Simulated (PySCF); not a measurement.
## Cs: interval between two levels

Cs [Xe] 6s1 [2S1/2, M_J = 1/2] → Cs [Xe] 6p1 [2P3/2, M_J = 3/2], as a difference of total energies. Calculation: PySCF 2.14, in x2c-TZVPall-2c with one added diffuse shell each of s, p, d type (12s12p10d1f, 105 functions); the two-component X2C-1e Hamiltonian. Correlated levels: [Kr] 4d10 frozen; the 28 highest virtual spinors dropped. "Screened" scales the spin-orbit matrix elements by Boettger's factors to mimic the two-electron term; Breit and QED terms are absent.

```json
{"method": "GHF (screened spin-orbit)", "interval between two levels (cm⁻¹)": "9660.0", "error (cm⁻¹)": "-2072"}
{"method": "GMP2 (screened spin-orbit)", "interval between two levels (cm⁻¹)": "11362", "error (cm⁻¹)": "-371"}
```

Reference: 11732 cm⁻¹ (measured; NIST Handbook of Basic Atomic Spectroscopic Data (Sansonetti and Martin, J. Phys. Chem. Ref. Data 34, 1559 (2005))).

Errors of the correlated levels include the incompleteness of this basis and the frozen core.
